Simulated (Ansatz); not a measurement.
Ansatz (a quantum-chemistry and plane-wave program) job for C2H3BrClIn, SMILES [In]([Cl])([CH]=C)[Br], PBE-D3(BJ)/def2-SVP. 

Ansatz 0.2 input:
```yaml
crystal:
  periodic: [false, false, false]
  atoms:
    - {symbol: In, position_ang: [-0.12291825, -0.50261903, -0.00000000]}
    - {symbol: Cl, position_ang: [1.69168658, -2.00982486, 0.00000000]}
    - {symbol: Br, position_ang: [0.53670191, 1.91224533, 0.00000000]}
    - {symbol: C, position_ang: [-2.19321223, -1.03327509, 0.00000000]}
    - {symbol: C, position_ang: [-3.13363832, -0.08202550, -0.00000000]}
    - {symbol: H, position_ang: [-2.46534221, -2.09433566, 0.00000001]}
    - {symbol: H, position_ang: [-4.20208617, -0.33373001, -0.00000000]}
    - {symbol: H, position_ang: [-2.89171248, 0.98663798, -0.00000000]}
basis:
  gaussian:
    orbitals: def2-SVP
hamiltonian:
  xc: pbe
  dispersion: d3bj
relax: {f_tol: 0.002, max_steps: 200}
```

It prints:

```
Functional definition: PBE
integrals: 0.07 GiB planned
1346 factors; their error is unknown
mean field: 0.34 GiB planned
mean field evaluation 1: about -89826.6732 eV, gradient 5.4e1 eV
mean field evaluation 2: about -89775.4331 eV, gradient 1.2e2 eV
mean field evaluation 4: about -89834.7657 eV, gradient 1.3e1 eV
mean field evaluation 8: about -89835.2884 eV, gradient 1.4e-1 eV
mean field evaluation 16: about -89835.1964 eV, gradient 2.3e-3 eV
mean field -89835.19635220 eV, -3301.3825734601 hartree, gradient 5.6e-5 eV, S^2 0.000000; 0 other end points of the search recorded, 0 dependent functions left out
the calculation of the forces begins
reference -89835.19639699 eV, -3301.3825751064 hartree; 44, 44 occupied and 75, 75 virtual orbitals, 1346 factors
relax step   1: F+E_penalty+E_count = -89835.40141033 eV  Δ(F+E_penalty+E_count) = +0.000e0 eV  max|allowed force component| = 2.808e-1 eV/Å  Δτ_max = 0.0000 Å  (31 SCF iters, accepted)
these checks for a lower state are left out or cut short: starts, cluster_reference, orbital_swaps, neighbouring_geometries, increment
integrals: 0.07 GiB planned
1346 factors; their error is unknown
mean field: 0.34 GiB planned
mean field -89835.20217065 eV, -3301.3827872842 hartree, gradient 1.1e-5 eV, S^2 0.000000; 0 other end points of the search recorded, 0 dependent functions left out
the calculation of the forces begins
reference -89835.20221550 eV, -3301.3827889327 hartree; 44, 44 occupied and 75, 75 virtual orbitals, 1346 factors
relax step   2: F+E_penalty+E_count = -89835.40662628 eV  Δ(F+E_penalty+E_count) = -5.216e-3 eV  max|allowed force component| = 7.410e-2 eV/Å  Δτ_max = 0.0116 Å  (34 SCF iters, accepted)
these checks for a lower state are left out or cut short: starts, cluster_reference, orbital_swaps, neighbouring_geometries, increment
integrals: 0.07 GiB planned
1346 factors; their error is unknown
mean field: 0.34 GiB planned
mean field evaluation 32: about -89835.2024 eV, gradient 7.8e-5 eV
mean field -89835.20237012 eV, -3301.3827946147 hartree, gradient 1.1e-5 eV, S^2 0.000000; 0 other end points of the search recorded, 0 dependent functions left out
the calculation of the forces begins
reference -89835.20241496 eV, -3301.3827962626 hartree; 44, 44 occupied and 75, 75 virtual orbitals, 1346 factors
relax step   3: F+E_penalty+E_count = -89835.40697980 eV  Δ(F+E_penalty+E_count) = -3.535e-4 eV  max|allowed force component| = 8.460e-3 eV/Å  Δτ_max = 0.0058 Å  (33 SCF iters, accepted)
these checks for a lower state are left out or cut short: starts, cluster_reference, orbital_swaps, neighbouring_geometries, increment
integrals: 0.07 GiB planned
1346 factors; their error is unknown
mean field: 0.34 GiB planned
mean field -89835.20238386 eV, -3301.3827951195 hartree, gradient 4.4e-5 eV, S^2 0.000000; 0 other end points of the search recorded, 0 dependent functions left out
the calculation of the forces begins
reference -89835.20242871 eV, -3301.3827967677 hartree; 44, 44 occupied and 75, 75 virtual orbitals, 1346 factors
relax step   4: F+E_penalty+E_count = -89835.40699239 eV  Δ(F+E_penalty+E_count) = -1.259e-5 eV  max|allowed force component| = 4.764e-3 eV/Å  Δτ_max = 0.0019 Å  (21 SCF iters, accepted)
these checks for a lower state are left out or cut short: starts, cluster_reference, orbital_swaps, neighbouring_geometries, increment
integrals: 0.07 GiB planned
1346 factors; their error is unknown
mean field: 0.34 GiB planned
mean field -89835.20235556 eV, -3301.3827940797 hartree, gradient 2.0e-5 eV, S^2 0.000000; 0 other end points of the search recorded, 0 dependent functions left out
the calculation of the forces begins
reference -89835.20240042 eV, -3301.3827957281 hartree; 44, 44 occupied and 75, 75 virtual orbitals, 1346 factors
relax step   5: F+E_penalty+E_count = -89835.40699719 eV  Δ(F+E_penalty+E_count) = -4.798e-6 eV  max|allowed force component| = 1.651e-3 eV/Å  Δτ_max = 0.0017 Å  (23 SCF iters, accepted)
these checks for a lower state are left out or cut short: starts, cluster_reference, orbital_swaps, neighbouring_geometries, increment
integrals: 0.07 GiB planned
1346 factors; their error is unknown
mean field: 0.34 GiB planned
mean field -89835.20226136 eV, -3301.3827906179 hartree, gradient 2.0e-5 eV, S^2 0.000000; 0 other end points of the search recorded, 0 dependent functions left out
the calculation of the forces begins
reference -89835.20230621 eV, -3301.3827922662 hartree; 44, 44 occupied and 75, 75 virtual orbitals, 1346 factors
relax step   6: F+E_penalty+E_count = -89835.40699838 eV  Δ(F+E_penalty+E_count) = -1.196e-6 eV  max|allowed force component| = 2.401e-3 eV/Å  Δτ_max = 0.0058 Å  (24 SCF iters, accepted)
these checks for a lower state are left out or cut short: starts, cluster_reference, orbital_swaps, neighbouring_geometries, increment
integrals: 0.07 GiB planned
1346 factors; their error is unknown
mean field: 0.34 GiB planned
mean field -89835.20227686 eV, -3301.3827911876 hartree, gradient 4.2e-5 eV, S^2 0.000000; 0 other end points of the search recorded, 0 dependent functions left out
the calculation of the forces begins
reference -89835.20232172 eV, -3301.3827928360 hartree; 44, 44 occupied and 75, 75 virtual orbitals, 1346 factors
relax step   7: F+E_penalty+E_count = -89835.40700019 eV  Δ(F+E_penalty+E_count) = -1.811e-6 eV  max|allowed force component| = 2.443e-4 eV/Å  Δτ_max = 0.0016 Å  (20 SCF iters, accepted)
integrals: 0.07 GiB planned
1346 factors; their error is unknown
mean field: 0.34 GiB planned
mean field evaluation 64: about -89775.7623 eV, gradient 1.2e2 eV
mean field -89835.20227686 eV, -3301.3827911876 hartree, gradient 4.2e-5 eV, S^2 0.000000; 1 other end points of the search recorded, 0 dependent functions left out
the calculation of the forces begins
reference -89835.20232172 eV, -3301.3827928360 hartree; 44, 44 occupied and 75, 75 virtual orbitals, 1346 factors
Total energy: -89835.40704505 eV, -3301.3903162796 hartree
Atom 0 at    -0.120357    -0.507567     0.000000 Å, force    -0.000008     0.000083    -0.000000 eV/Å
Atom 1 at     1.704895    -2.009288    -0.000000 Å, force     0.000022     0.000036     0.000000 eV/Å
Atom 2 at     0.530547     1.913321    -0.000000 Å, force     0.000146    -0.000051    -0.000000 eV/Å
Atom 3 at    -2.195350    -1.038742     0.000000 Å, force    -0.000244    -0.000143     0.000000 eV/Å
Atom 4 at    -3.135673    -0.077215    -0.000000 Å, force     0.000184     0.000052    -0.000000 eV/Å
Atom 5 at    -2.465684    -2.108576     0.000000 Å, force     0.000100     0.000079    -0.000000 eV/Å
Atom 6 at    -4.212893    -0.327001    -0.000000 Å, force    -0.000072    -0.000021     0.000000 eV/Å
Atom 7 at    -2.886007     0.998139     0.000000 Å, force    -0.000128    -0.000036     0.000000 eV/Å
Dipole moment:    -0.711860    -0.146230     0.000000 e Å
```

The run converged.
